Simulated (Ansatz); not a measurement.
Consider the hydrogenolysis of a C–C bond: `CCC(C(C)C)C(C)C` + H₂ → `CC(C)CC(C)C` + `CC`.

Gas-phase electronic energies from Ansatz, PBE0-D4/def2-TZVP geometries. CCSD(T)/CBS adds triple-zeta CCSD(T) − MP2 to the extrapolated MP2 energy (def2 sets, frozen cores). This one scheme is used for every species. Functionals use def2-TZVPP. HSE06 is defined as in plane-wave codes. One conformer a species, not always the lowest.

CCSD(T)/CBS gives -0.74 eV.

Problem. Another level gave -0.66 eV. Which?
A. HF/def2-TZVPP
B. r2SCANh/def2-TZVPP
C. HSE06-D4/def2-TZVPP
D. LDA (SPW92)/def2-TZVPP

Solution. D. LDA (SPW92) -0.66, r2SCANh -0.87, HSE06-D4 -0.82, HF/def2-TZVPP -1.25 eV.

Largest T1 diagnostic among the species: 0.009.

At CCSD(T), def2-SVP lies −0.03 eV from the extrapolated value and def2-TZVPP −0.00 eV. From BLYP to BHLYP (50 % exact exchange), in def2-TZVPP and without D4, ΔE moves by +0.04 eV. In def2-TZVPP, CCSD(T) changes the Hartree–Fock value by +0.51 eV (the triples alone add +0.09 eV) and MP2 by +0.58 eV.

CCSD(T)/CBS has its own doubt, a few kJ/mol and more with outer-core shells, so smaller differences from it don't rank the levels.
